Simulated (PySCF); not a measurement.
# NaSe: from constants to spectrum

UHF-SCS-MP2 constants of NaSe, ²Π (doublet), unpaired electrons π ↑ (basis Na def2-SVPD, Se def2-SVPD; no relativity; PySCF 2.14; masses 22.9898 and 79.9165 u):

```
ωe              : 257.1 cm⁻¹
ωexe            : 0.888 cm⁻¹
Be              : 0.13278 cm⁻¹
αe              : 0.000771 cm⁻¹
D (centrifugal) : 1.42e-07 cm⁻¹
De to Na + Se   : 2.22 eV
```

Question: Give the vibrational terms G(v) and spacings up to v = 6.

Answer: G(v) = ωe(v+½) − ωexe(v+½)².

```csv
v,G(v) (cm⁻¹),G(v) − G(v−1),Bv (cm⁻¹)
0,128.3,,0.1324
1,383.7,255.3,0.1316
2,637.2,253.5,0.1309
3,889.0,251.8,0.1301
4,1139.0,250.0,0.1293
5,1387.2,248.2,0.1285
6,1633.6,246.4,0.1278
```

Question: How well does the Morse estimate ωe²/(4ωexe) reproduce De, and what is D0?

Answer: It gives 2.31 eV, 104 % of the computed De. D0 = De − G(0) = 2.22 − 0.02 = 2.20 eV.

Correlated steps freeze 10 core orbitals. Correlated levels converge slowly with the basis: in double zeta they bind strong bonds too weakly, by up to about 1 eV, and carry superposition errors of some tenths. Spin–orbit coupling is left out. The state was picked by a PBE0 search and need not be the measured ground state.
